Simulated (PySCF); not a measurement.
C5H12Si.
Structure used (PBE0-D3(BJ)/def2-SVP), in Å, numbered top down from 1:
```
atom  x, y, z in Å
C1    -1.274   -0.599   -0.006
C2    -1.119    0.899    0.258
C3     0.026    1.556   -0.524
Si4    1.655    0.664   -0.190
C5     1.214   -1.167   -0.309
C6    -0.090   -1.456    0.446
H7    -1.448   -0.762   -1.086
H8    -2.184   -0.956    0.503
H9    -2.070    1.406    0.020
H10   -0.961    1.054    1.341
H11    0.102    2.629   -0.285
H12   -0.178    1.494   -1.609
H13    2.722    1.054   -1.165
H14    2.139    0.985    1.193
H15    2.035   -1.800    0.065
H16    1.091   -1.418   -1.378
H17   -0.355   -2.521    0.337
H18    0.069   -1.297    1.529
```

Linear response at PBE0/def2-SVPD (PySCF, frozen core in the response, non-relativistic). Geometry: PBE0-D3(BJ)/def2-SVP, one conformer, isolated molecule.

Static isotropic polarisability: 84.60 au (12.54 Å³), principal values 75.1, 86.4, 92.3 au.

Problem. What is the polarisability at 1064 nm and at the sodium D line?

Solution. 85.26 au at 1064 nm (+0.8 %), 86.81 au at 589.3 nm (+2.6 %). The rise at 589.3 nm is 3.34 times that at 1064 nm; a pure ω² law gives 3.26. The lowest singlet lies at 172 nm, shorter than both wavelengths.

Problem. What is the isotropic C6 coefficient between two such molecules, C6 = (3/π)∫α(iω)² dω?

Solution. 2913 au (Eh·bohr⁶) by a ten-point quadrature over imaginary frequencies, which is 1740 eV·Å⁶ or 168 J·nm⁶/mol.

Problem. Which effective excitation energy ω̄ makes London's formula C6 = (3/4)α²ω̄ exact here?

Solution. ω̄ = 4·C6/(3α²) = 0.543 Eh = 14.8 eV. A one-pole form α(ω) = α/(1 − ω²/ω̄²) fitted to the 1064 nm value gives 13.2 eV.

Problem. What three-body coefficient follows from the one-pole estimate C9 = (3/4)·α·C6?

Solution. 185000 au. This is an estimate from the two numbers above, not a computed integral.

Problem. The lowest 6 singlets have (eV, f): 7.23, 0.001; 7.57, 0.014; 7.83, 0.021; 7.95, 0.002; 8.00, 0.015; 8.07, 0.036. What share of the static polarisability do they carry in the sum over states α = Σ f/ω²?

Solution. 1.07 au, 1.3 % of α; the largest term, 0.41 au, is that of the state at 8.07 eV. Their oscillator strengths add up to 0.09. Higher states carry the rest.

Problem. How anisotropic is the static polarisability, by Δα² = ½[(α1 − α2)² + (α2 − α3)² + (α3 − α1)²]?

Solution. Δα = 15.1 au, or 0.18 of the isotropic value.

Problem. How many electrons N does the Slater–Kirkwood formula C6 = (3/4)·√N·α^(3/2) need to give this C6?

Solution. N = (4·C6/3)²/α³ = 24.9; the species has 56 electrons in all.

Hardware: one thread of an x86-64 server, no GPU, on a shared host. Cost: 33 s of wall time. This is the whole response run at PBE0/def2-SVPD, SCF included.
